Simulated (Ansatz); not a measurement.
CH8O2Si2 can be A, `C[SiH2][SiH](O)O`, or B, `OC[SiH2][SiH2]O`.

Isolated molecules relaxed with PBE0-D4/def2-TZVP in Ansatz; ΔE leaves out vibrations. CCSD(T)/CBS adds triple-zeta CCSD(T) − MP2 to the extrapolated MP2 energy (def2 sets, frozen cores). Functionals use def2-TZVPP. B3LYP here is the variant with VWN-RPA as its local correlation; programs differ in this. Each species was taken in one conformer, which may not be the lowest.

Which is lower in electronic energy at CCSD(T)/CBS, and by how much? (Estimate.)

Ansatz gave: A, by 54.0 kcal/mol.

Give E(B) − E(A) in kcal/mol with PBE0-D4, MP2/def2-TZVPP, HF/def2-TZVPP, r2SCAN-D4, B2PLYP, B3LYP-D4, ωB97M-V. (Best estimate.)

The calculation gave: PBE0-D4 52.0, MP2/def2-TZVPP 55.9, HF/def2-TZVPP 53.5, r2SCAN-D4 53.9, B2PLYP 53.8, B3LYP-D4 52.7, ωB97M-V 53.5. None reverses the order clearly.

Largest T1 diagnostic: 0.012.

From PBE to PBE0 (25 % exact exchange), in def2-TZVPP and without D4, E(B) − E(A) moves by +1.3 kcal/mol.
